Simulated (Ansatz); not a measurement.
`OP1O[SiH2]1` + H₂ → `O1[SiH2]P1` + H₂O at 500 K and 1 bar (hydrogenolysis of a P–O bond).

Program: Ansatz. Geometries: PBE0-D4/def2-TZVP. ΔE: electronic, gas phase. CCSD(T)/CBS is the MP2 limit (def2-TZVPP, def2-QZVPP) plus CCSD(T) − MP2 in def2-TZVPP, frozen cores. This one scheme is used for every species. One conformer a species, not always the lowest.

```csv
species,CCSD(T)/CBS energy (Eh),H − E (kJ/mol),S (J/(mol·K))
`OP1O[SiH2]1`,-782.17390,127.7,355.3
H₂,-1.17544,41.0,145.5
`O1[SiH2]P1`,-706.98902,107.8,316.3
H₂O,-76.37941,73.2,206.3
```

H − E and S are ideal-gas, rigid-rotor, harmonic terms from PBE0-D4/def2-TZVP, for one conformer and one mirror image of each species. The MP2-based limit puts H₂ 0.8 mEh under its directly extrapolated value; such offsets cancel only in part. 1 Eh = 2625.50 kJ/mol, R = 8.31446 J/(mol·K).

Question: By hand: ΔE, ΔH, ΔS and ΔG.

Answer: ΔE = (-706.98902) + (-76.37941) − (-782.17390) − (-1.17544) = -0.01909 Eh = -50.1 kJ/mol. Δ(H − E) = 107.8 + 73.2 − 127.7 − 41.0 = 12.3, so ΔH = -37.8 kJ/mol. ΔS = 316.3 + 206.3 − 355.3 − 145.5 = 21.8 J/(mol·K). ΔG = -37.8 − 500 × (21.8)/1000 = -48.7 kJ/mol.

Question: By hand: the equilibrium constant, and the temperature at which ΔG would vanish if ΔH and ΔS stayed fixed.

Answer: log₁₀ K = −ΔG/(RT ln 10) = 5.1. ΔH and −TΔS have one sign here, so there is no such temperature.

ΔH outweighs TΔS. A doubt of 5 kJ/mol in ΔE shifts log₁₀ K by 0.5 here. Other conformers and mirror images would add mixing entropy, several J/(mol·K) or more a flexible species. These are equilibria of isolated gas molecules and say nothing of rates. Largest T1 diagnostic: 0.018 (customary marks: 0.02 for closed shells, 0.045 for open ones).
